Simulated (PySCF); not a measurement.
A PySCF script (with the pyscf-properties extension) for the NMR shieldings of `[CH]1([AlH][O]C)CCC1`, C₅H₁₁AlO, on a GFN2-xTB geometry:

```python
import basis_set_exchange as bse
import numpy as np
from pyscf import gto, dft
from pyscf.prop import nmr

atoms = """
C     3.490587    0.067237   -0.366552
O     2.166292    0.517880   -0.362495
Al    0.618748    1.076244   -0.391554
C    -0.949347    0.318745    0.619152
C    -2.124676    0.614845   -0.336616
C    -1.852293   -0.736957   -0.996429
C    -1.113567   -1.178003    0.266546
H     3.814191   -0.152526    0.653156
H     3.573423   -0.840532   -0.969033
H     4.143513    0.833972   -0.789328
H     0.316823    2.204339   -1.386837
H    -1.145365    0.553963    1.669988
H    -2.026589    1.493198   -0.984253
H    -3.091140    0.651192    0.164745
H    -1.148023   -0.618009   -1.828198
H    -2.704299   -1.329524   -1.325706
H    -0.205848   -1.769750    0.124534
H    -1.771190   -1.699998    0.962463
"""
names = dict.fromkeys(["C", "O", "Al", "H"], "pcSseg-1")
basis = {el: gto.basis.parse(bse.get_basis(n, elements=[el], fmt="nwchem")) for el, n in names.items()}
mol = gto.M(atom=atoms, basis=basis, charge=0, verbose=0)
mf = dft.RKS(mol, xc="PBE0")
mf.grids.level = 2
mf.grids.alignment = dft.numint.BLKSIZE   # the property module wants whole blocks of grid points
mf.conv_tol = 1e-9
mf.kernel()

calc = nmr.RKS(mf)   # GIAO
C = mf.mo_coeff
Co = C[:, mf.mo_occ > 0]
resp = mf.gen_response(singlet=True, hermi=2)
def vind(x):   # induced exchange potential for any number of trial vectors
    d = np.einsum("pi,xij,qj->xpq", C, 2 * x.reshape(-1, C.shape[1], Co.shape[1]), Co, optimize=True)
    return np.einsum("xpq,pi,qj->xij", resp(d - d.transpose(0, 2, 1)), C, Co, optimize=True).ravel()
mo1, _ = nmr.rhf.solve_mo1(calc, with_cphf=vind)
sigma = calc.kernel(mo1)
for i, s in enumerate(sigma):   # ppm
    print("%2d %-2s %9.2f" % (i, mol.atom_pure_symbol(i), np.trace(s) / 3))
```

Task: What does it print?

Result: 
```
 0 C     129.70
 1 O     280.84
 2 Al    399.33
 3 C     166.25
 4 C     162.83
 5 C     159.90
 6 C     158.78
 7 H      27.29
 8 H      27.30
 9 H      27.18
10 H      27.33
11 H      30.27
12 H      29.60
13 H      29.37
14 H      30.20
15 H      29.66
16 H      29.71
17 H      29.36
```

These numbers come from an equivalent density-fitted implementation of the same equations, which agrees with the script to about 0.01 ppm for H and up to a few tenths of a ppm for heavy atoms, so last digits may differ.

Size and cost of the density-fitted run: 181 basis functions, 48 s wall time on 1 thread of an Arm Neoverse N1, shared host; peak memory 0.82 GiB.
